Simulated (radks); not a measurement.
The numbers below are computed, except where a source is named.
Charge is removed step by step from the 5d level of neutral bismuth, starting from [Hg] 6p3. Level of theory: scalar-relativistic Kohn-Sham, r2SCAN, spin-unpolarised, spherical densities, finite nucleus; meta-GGA in the generalised Kohn-Sham scheme; Fermi nuclear charge, rms radius 5.5211 fm (a radial shooting solver on a logarithmic mesh with Libxc functionals).

| removed (e) | E - E(0) (eV) | eigenvalue (eV) | E minus straight line (eV) |
|---|---|---|---|
| 0 | 0.000 | -27.877 | 0.000 |
| 0.1 | 2.846 | -29.076 | -0.568 |
| 0.2 | 5.814 | -30.297 | -1.015 |
| 0.3 | 8.904 | -31.540 | -1.340 |
| 0.4 | 12.120 | -32.802 | -1.538 |
| 0.5 | 15.463 | -34.084 | -1.610 |
| 0.6 | 18.935 | -35.383 | -1.553 |
| 0.7 | 22.537 | -36.700 | -1.365 |
| 0.8 | 26.272 | -38.033 | -1.044 |
| 0.9 | 30.141 | -39.382 | -0.590 |
| 1 | 34.146 | -40.746 | 0.000 |

Removing the whole electron costs 34.146 eV by Delta-SCF, against 27.877 eV from minus the eigenvalue at the starting occupation. Slater's transition state (half an electron removed) gives 34.084 eV. Integrating minus the eigenvalue over the occupation (Janak's theorem) gives 34.159 eV. In this scalar-relativistic scheme the density is built from large components alone, so the theorem holds only approximately. The mean slope of the eigenvalue, de/dn, is 12.9 eV per electron.
